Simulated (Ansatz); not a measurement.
`CC(C)[NH][InH][F]` + H–F → `[F][InH][F]` + `CC(C)N`  (ligand exchange at the In–N bond)

Computed with Ansatz on PBE0-D4/def2-TZVP structures; ΔE is electronic, products minus reactants. CBS: MP2 limit from def2 TZ/QZ plus the TZ coupled-cluster correction, frozen cores. This one scheme is used for every species. Elements past krypton have def2 core potentials. For In outer-core shells are correlated without core-valence functions, which leaves a few kJ/mol of doubt a bond. Each species was taken in one conformer, which may not be the lowest.

```json
{"species": "`CC(C)[NH][InH][F]`", "CCSD(T)/def2-TZVPP energy (Eh)": "-463.44681"}
{"species": "H–F", "CCSD(T)/def2-TZVPP energy (Eh)": "-100.34454"}
{"species": "`[F][InH][F]`", "CCSD(T)/def2-TZVPP energy (Eh)": "-389.61635"}
{"species": "`CC(C)N`", "CCSD(T)/def2-TZVPP energy (Eh)": "-174.18794"}
```

Q: Work out ΔE.

A: ΔE = (-389.61635) + (-174.18794) − (-463.44681) − (-100.34454) = -0.01294 Eh = -8.1 kcal/mol. CCSD(T)/CBS gives -7.8 kcal/mol.

Largest T1 diagnostic among the species: 0.017.

The D4 term adds +2.9 kcal/mol with B3LYP and +1.6 kcal/mol with PBE0; it sums over pairs of atoms, weighted by their polarisabilities, and B3LYP, whose exchange is more repulsive, gets the larger term. In def2-TZVPP, CCSD(T) changes the Hartree–Fock value by +8.5 kcal/mol (the triples alone add +1.0 kcal/mol) and MP2 by +10.1 kcal/mol.

B3LYP here is the variant with VWN-RPA as its local correlation; programs differ in this.
